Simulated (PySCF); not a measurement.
(3E)-2-fluoropenta-1,3-diene (C₅H₇F), SMILES C=C(F)/C=C/C.

The structure is a stationary point at r2SCAN-D4/def2-SVP. Other conformers were not sampled.

All values below come from r2SCAN/def2-TZVP run with PySCF.

Symmetry labels are those of the subgroup Cs that the program uses (full group Cs).

Computed valence orbital energies around the gap with their symmetry:
| orbital | symmetry | energy (eV) |
|---|---|---|
| HOMO−7 | A' | -10.82 |
| HOMO−6 | A" | -10.62 |
| HOMO−5 | A' | -10.58 |
| HOMO−4 | A' | -9.84 |
| HOMO−3 | A' | -9.08 |
| HOMO−2 | A' | -8.92 |
| HOMO−1 | A" | -7.67 |
| HOMO | A" | -5.77 |
| LUMO | A" | -1.66 |
| LUMO+1 | A" | 1.27 |
| LUMO+2 | A' | 1.52 |
| LUMO+3 | A' | 1.79 |
